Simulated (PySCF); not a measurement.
**Ionisation energy of Fe⁺ by level of theory**

Fe⁺ [Ar] 3d6 4s1 (6D) → Fe²⁺ [Ar] 3d6 (5D), as a difference of total energies. Computed with PySCF 2.14 in cc-pVDZ (6s5p3d1f, 43 functions), with the non-relativistic Hamiltonian (point nucleus). Correlated levels: valence: [Ar] frozen. The calculations carry no spin-orbit coupling.

| method | ionisation energy (eV) | difference from reference (eV) |
| --- | --- | --- |
| UHF | 15.147 | -1.052 |
| B3LYP | 16.449 | +0.250 |
| PBE0 | 16.269 | +0.070 |
| MP2 (valence) | 15.643 | -0.556 |
| SCS-MP2 (valence) | 15.430 | -0.769 |

Reference: 16.199 eV (measured; NIST Atomic Spectra Database, ionization energies).

These non-relativistic numbers lack the scalar-relativistic shift.

The reference lies between the lowest fine-structure levels, while these numbers refer to the centres of the terms.

Errors of the correlated levels include the incompleteness of this basis and the frozen core.
